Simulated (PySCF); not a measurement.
**Polarisability and C₆ of As⁺ (arsenic, charge +1)**

[Ar] 3d10 4s2 4p2, high-spin 3P determinant. Computed with PySCF 2.14 in aug-cc-pwCVDZ-PP with ECP10MDF (6s5p4d1f, 48 functions), with a scalar-relativistic core potential. Coupled (time-dependent) response in atomic units; α is the mean over directions. A double-zeta set is small for polarisabilities.

```
method  mean α (bohr³)         α xx, yy, zz  C₆ (like pair)  S(−4)
   UHF           16.98  15.99, 17.47, 17.47           104.4  81.84
   PBE           17.04  15.53, 17.79, 17.79           103.7  86.14
  PBE0           16.84  15.55, 17.49, 17.49           102.5  82.22
  TPSS           16.95  15.61, 17.62, 17.62           104.1  82.68
  PW91           16.92  15.39, 17.69, 17.69           102.7  84.89
```

S(−4) is the Cauchy moment in α(ω) = α(0) + S(−4) ω² + …

Spin-orbit coupling is absent.

α(iu) at UHF:

```tsv
u (hartree)	α(iu) (bohr³)
0	16.98
0.0500	16.77
0.100	16.20
0.200	14.28
0.300	11.98
0.500	8.043
0.750	5.036
1.00	3.396
1.50	1.868
2.00	1.220
3.00	0.6887
5.00	0.3534
```

A single London oscillator, α(iu) = α/(1 + u²/ω²), gives C₆ = (3/4) ω α². Matching the computed C₆ needs ω = 4 × 104.4 / (3 × 16.98²) = 0.483 hartree.

For an ion, C₆ is the dispersion term alone; charge-induced terms of lower order in 1/R come first.

The components differ because the open shell of this determinant is not spherical; for a pure term their mean is the scalar polarisability.

Energies and moments cover only the electrons outside the core potential.
